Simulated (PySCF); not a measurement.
Geometry:
| atom | x (Å) | y (Å) | z (Å) |
| --- | --- | --- | --- |
| C1 | -2.406 | -0.179 | -0.090 |
| Si2 | -0.695 | -0.091 | 0.704 |
| S3 | 0.705 | 0.136 | -0.921 |
| Si4 | 2.608 | 0.229 | 0.053 |
| H5 | -2.622 | 0.724 | -0.655 |
| H6 | -2.477 | -1.018 | -0.776 |
| H7 | -3.177 | -0.296 | 0.666 |
| H8 | -0.348 | -1.315 | 1.423 |
| H9 | -0.546 | 1.066 | 1.585 |
| H10 | 2.809 | -1.010 | 0.796 |
| H11 | 2.611 | 1.373 | 0.957 |
| H12 | 3.539 | 0.380 | -1.050 |

Geometry: GFN2-xTB; GIAO shifts from PySCF 2.14, gas phase, non-relativistic, averaged over equivalent atoms.

At wB97X-D/pcSseg-1 (129 basis functions, about 30 core-seconds):
| atoms | δ (ppm) |
| --- | --- |
| C1 | -3.5 |
| Si2 | -24.5 |
| Si4 | -57.0 |
| H8/H9 | 4.76 |
| H10/H11/H12 | 4.57 |
| H5/H6/H7 | 0.51 |

Referencing at the same level of theory: TMS for 13C (187.07 ppm) and 29Si (350.64 ppm) and 1H (31.83 ppm).

**Question.** Predict the values at X3LYP/6-311+G(2d,p) on the same geometry.

**Answer.** 
```csv
atoms,"δ at X3LYP/6-311+G(2d,p)",change
C1,-2.7,+0.8
Si2,-26.6,-2.1
Si4,-61.8,-4.8
H8/H9,5.19,+0.43
H10/H11/H12,4.96,+0.39
H5/H6/H7,0.47,-0.04
```

Scale: 13C (σref 184.52) and 29Si (σref 326.35) and 1H (σref 32.13) against TMS (reference shieldings calculated alike).

The largest change is at Si4 (silicon bonded to S, 3 H). Cost: 180 basis functions, of the order of 50 core-seconds.
